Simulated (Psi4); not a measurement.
CH₅Cl₂NSi, singlet, at a GFN2-xTB geometry, atoms displaced at random by about 0.03 Å a coordinate; PBE0/STO-3G, gradient (Psi4 1.11).

Input for Psi4:
```
memory 2 GB

molecule {
0 1
  Si    0.12440612   -0.18391630   -0.37683989
  Cl    1.50515032    1.25655079   -0.66630454
  Cl    0.44971124   -1.32167878    1.21149830
  N    -1.35084791    0.63571935   -0.21823300
  C    -2.58865234   -0.05890784    0.12767463
  H     0.21053062   -1.05784462   -1.67629844
  H    -1.47634079    1.47831630   -0.72769517
  H    -3.18694149    0.71867724    0.74763025
  H    -3.19275170   -0.25132826   -0.65811654
  H    -2.43554025   -0.84407388    0.78379382
symmetry c1
no_reorient
no_com
}

set basis sto-3g

gradient('pbe0')
print_variables()
```

The log (banner, timings and long lists left out):

```
gradient() will perform analytic gradient computation.

   => Loading Basis Set <=

    Name: STO-3G
    Role: ORBITAL
    Keyword: BASIS

         ---------------------------------------------------------
                                   SCF
               by Justin Turney, Rob Parrish, Andy Simmonett
                          and Daniel G. A. Smith
                              RKS Reference
         ---------------------------------------------------------

  ==> Geometry <==

    Molecular point group: c1
    Full point group: C1

    Geometry (in Angstrom), charge = 0, multiplicity = 1:

       Center              X                  Y                   Z               Mass
    ------------   -----------------  -----------------  -----------------  -----------------
         SI           0.124406120000    -0.183916300000    -0.376839890000    27.976926534650
         CL           1.505150320000     1.256550790000    -0.666304540000    34.968852682000
         CL           0.449711240000    -1.321678780000     1.211498300000    34.968852682000
         N           -1.350847910000     0.635719350000    -0.218233000000    14.003074004430
         C           -2.588652340000    -0.058907840000     0.127674630000    12.000000000000
         H            0.210530620000    -1.057844620000    -1.676298440000     1.007825032230
         H           -1.476340790000     1.478316300000    -0.727695170000     1.007825032230
         H           -3.186941490000     0.718677240000     0.747630250000     1.007825032230
         H           -3.192751700000    -0.251328260000    -0.658116540000     1.007825032230
         H           -2.435540250000    -0.844073880000     0.783793820000     1.007825032230

  Running in c1 symmetry.

  Rotational constants: A =      0.09405  B =      0.06482  C =      0.04092 [cm^-1]
  Rotational constants: A =   2819.62095  B =   1943.10504  C =   1226.61092 [MHz]
  Nuclear repulsion =  366.653147807058474

  Charge       = 0
  Multiplicity = 1
  Electrons    = 66
  Nalpha       = 33
  Nbeta        = 33

  ==> Algorithm <==

  SCF Algorithm Type is DF.
  DIIS enabled.
  MOM disabled.
  Fractional occupation disabled.
  Guess Type is SAD.
  Energy threshold   = 1.00e-08
  Density threshold  = 1.00e-08
  Integral threshold = 1.00e-12

  ==> Primary Basis <==

  Basis Set: STO-3G
    Blend: STO-3G
    Number of shells: 26
    Number of basis functions: 42
    Number of Cartesian functions: 42
    Spherical Harmonics?: true
    Max angular momentum: 1

  ==> DFT Potential <==

   => LibXC <=

    Version 7.1.2
    S. Lehtola, C. Steigemann, M. J. T. Oliveira, and M. A. L. Marques,  SoftwareX 7, 1–5 (2018) (10.1016/j.softx.2017.11.002)

   => Composite Functional: PBE0 <=

    PBE0 Hyb-GGA Exchange-Correlation Functional

    C. Adamo and V. Barone,  J. Chem. Phys. 110, 6158 (1999) (10.1063/1.478522)
    M. Ernzerhof and G. E. Scuseria,  J. Chem. Phys. 110, 5029 (1999) (10.1063/1.478401)

    Deriv               =              1
    GGA                 =           TRUE
    Meta                =          FALSE

    Exchange Hybrid     =           TRUE
    MP2 Hybrid          =          FALSE

   => Exchange Functionals <=

    0.7500   Perdew, Burke & Ernzerhof

   => Exact (HF) Exchange <=

    0.2500               HF

   => Correlation Functionals <=

    1.0000   Perdew, Burke & Ernzerhof

   => LibXC Density Thresholds  <==

    XC_HYB_GGA_XC_PBEH:  1.00E-15

   => Molecular Quadrature <=

    Radial Scheme          =       TREUTLER
    Pruning Scheme         =           NONE
    Nuclear Scheme         =       TREUTLER

    Blocking Scheme        =         OCTREE
    BS radius alpha        =              1
    Pruning alpha          =              1
    Radial Points          =             75
    Spherical Points       =            302
    Total Points           =         209088
    Total Blocks           =           1616
    Max Points             =            256
    Max Functions          =             38
    Weights Tolerance      =       1.00E-15

   => Loading Basis Set <=

    Name: (STO-3G AUX)
    Role: JKFIT
    Keyword: DF_BASIS_SCF

  ==> Integral Setup <==

  SCF_SUBTYPE=INCORE selected. In-core MEM_DF algorithm will be used.
  Using in-core AOs.

  ==> MemDFJK: Density-Fitted J/K Matrices <==

    J tasked:                   Yes
    K tasked:                   Yes
    wK tasked:                   No
    Algorithm:                 Core
    Schwarz Cutoff:           1E-12
    Mask sparsity (%):       6.9161
    Fitting Condition:        1E-10

   => Auxiliary Basis Set <=

  Basis Set: (STO-3G AUX)
    Blend: DEF2-UNIVERSAL-JKFIT
    Number of shells: 194
    Number of basis functions: 626
    Number of Cartesian functions: 747
    Spherical Harmonics?: true
    Max angular momentum: 4

  Minimum eigenvalue in the overlap matrix is 2.0735267322E-01.
  Reciprocal condition number of the overlap matrix is 8.6689692507E-02.
    Using symmetric orthogonalization.

  ==> Pre-Iterations <==

  SCF Guess: Superposition of Atomic Densities via on-the-fly atomic UHF (no occupation information).

   -------------------------
    Irrep   Nso     Nmo
   -------------------------
     A         42      42
   -------------------------
    Total      42      42
   -------------------------

  ==> Iterations <==

                           Total Energy        Delta E     RMS |[F,P]|

   @DF-RKS iter SAD: -1289.03914389417105   -1.28904e+03   0.00000e+00
   @DF-RKS iter   1: -1290.66783513053565   -1.62869e+00   8.71204e-03 DIIS/ADIIS
   @DF-RKS iter   2: -1290.71535581311082   -4.75207e-02   7.05635e-03 DIIS/ADIIS
   @DF-RKS iter   3: -1290.77868620081063   -6.33304e-02   6.61547e-04 DIIS/ADIIS
   @DF-RKS iter   4: -1290.77915897753542   -4.72777e-04   1.59921e-04 DIIS/ADIIS
   @DF-RKS iter   5: -1290.77918995744017   -3.09799e-05   8.32080e-06 DIIS
   @DF-RKS iter   6: -1290.77919009396169   -1.36522e-07   1.71223e-06 DIIS
[...]
  @DF-RKS Final Energy: -1290.77919009991911
[...]
    VV10 Nonlocal Energy =                  0.0000000000000000
    Total Energy =                      -1290.7791900999191057

Computation Completed

Properties will be evaluated at   0.000000,   0.000000,   0.000000 [a0]

Properties computed using the SCF density matrix

 Multipole Moments:

 ------------------------------------------------------------------------------------
     Multipole            Electronic (a.u.)      Nuclear  (a.u.)        Total (a.u.)
 ------------------------------------------------------------------------------------

 L = 1.  Multiply by 2.5417464519 to convert [e a0] to [Debye]
 Dipole X            :         -0.9086065           -0.1786941           -1.0873005
 Dipole Y            :         -0.9591182            0.8661204           -0.0929978
 Dipole Z            :         -3.8470351            3.2130374           -0.6339977
 Magnitude           :                                                    1.2620714

 ------------------------------------------------------------------------------------

         ------------------------------------------------------------
                                   SCF GRAD
                          Rob Parrish, Justin Turney,
                       Andy Simmonett, and Alex Sokolov
         ------------------------------------------------------------

  ==> Geometry <==

    Molecular point group: c1
    Full point group: C1

    Geometry (in Angstrom), charge = 0, multiplicity = 1:

       Center              X                  Y                   Z               Mass
    ------------   -----------------  -----------------  -----------------  -----------------
         SI           0.124406120000    -0.183916300000    -0.376839890000    27.976926534650
         CL           1.505150320000     1.256550790000    -0.666304540000    34.968852682000
         CL           0.449711240000    -1.321678780000     1.211498300000    34.968852682000
         N           -1.350847910000     0.635719350000    -0.218233000000    14.003074004430
         C           -2.588652340000    -0.058907840000     0.127674630000    12.000000000000
         H            0.210530620000    -1.057844620000    -1.676298440000     1.007825032230
         H           -1.476340790000     1.478316300000    -0.727695170000     1.007825032230
         H           -3.186941490000     0.718677240000     0.747630250000     1.007825032230
         H           -3.192751700000    -0.251328260000    -0.658116540000     1.007825032230
         H           -2.435540250000    -0.844073880000     0.783793820000     1.007825032230

  Nuclear repulsion =  366.653147807058474

  ==> Basis Set <==

  Basis Set: STO-3G
    Blend: STO-3G
    Number of shells: 26
    Number of basis functions: 42
    Number of Cartesian functions: 42
    Spherical Harmonics?: true
    Max angular momentum: 1

  ==> DFJKGrad: Density-Fitted SCF Gradients <==

    Gradient:                    1
    J tasked:                  Yes
    K tasked:                  Yes
    wK tasked:                  No
    Integrals threads:           1
    Schwarz Cutoff:          1E-12
    Fitting Condition:       1E-10

   => Auxiliary Basis Set <=

  Basis Set: (STO-3G AUX)
    Blend: DEF2-UNIVERSAL-JKFIT
    Number of shells: 194
    Number of basis functions: 626
    Number of Cartesian functions: 747
    Spherical Harmonics?: true
    Max angular momentum: 4

  ==> DFT Potential <==

   => LibXC <=

    Version 7.1.2
    S. Lehtola, C. Steigemann, M. J. T. Oliveira, and M. A. L. Marques,  SoftwareX 7, 1–5 (2018) (10.1016/j.softx.2017.11.002)

   => Composite Functional: PBE0 <=

    PBE0 Hyb-GGA Exchange-Correlation Functional

    C. Adamo and V. Barone,  J. Chem. Phys. 110, 6158 (1999) (10.1063/1.478522)
    M. Ernzerhof and G. E. Scuseria,  J. Chem. Phys. 110, 5029 (1999) (10.1063/1.478401)

    Deriv               =              1
    GGA                 =           TRUE
    Meta                =          FALSE

    Exchange Hybrid     =           TRUE
    MP2 Hybrid          =          FALSE

   => Exchange Functionals <=

    0.7500   Perdew, Burke & Ernzerhof

   => Exact (HF) Exchange <=

    0.2500               HF

   => Correlation Functionals <=

    1.0000   Perdew, Burke & Ernzerhof

   => LibXC Density Thresholds  <==

    XC_HYB_GGA_XC_PBEH:  1.00E-15

   => Molecular Quadrature <=

    Radial Scheme          =       TREUTLER
    Pruning Scheme         =           NONE
    Nuclear Scheme         =       TREUTLER

    Blocking Scheme        =         OCTREE
    BS radius alpha        =              1
    Pruning alpha          =              1
    Radial Points          =             75
    Spherical Points       =            302
    Total Points           =         209088
    Total Blocks           =           1616
    Max Points             =            256
    Max Functions          =             38
    Weights Tolerance      =       1.00E-15

  -Total Gradient:
     Atom            X                  Y                   Z
    ------   -----------------  -----------------  -----------------
       1        0.025494239520     0.017891410780     0.091349419775
       2       -0.029790694247    -0.029209937145     0.003111782055
       3       -0.009598448692     0.034870970827    -0.047069485476
       4       -0.012368633712     0.041888729201    -0.020749872950
       5       -0.007628134377    -0.123818124432    -0.070683878224
       6        0.000140832614    -0.019045736550    -0.040396345924
       7        0.007653762394    -0.037541712073     0.020859699230
       8       -0.012840680092     0.029069839052     0.016680350301
       9        0.051073710481     0.032694598070     0.075722162845
      10       -0.012107301790     0.053359296837    -0.028818245032

  Variable Map:
  ----------------------------------------------------------------------------
[...]
  Array Variable Map:
  ----------------------------------------------------------------------------
[...]
[...]
```
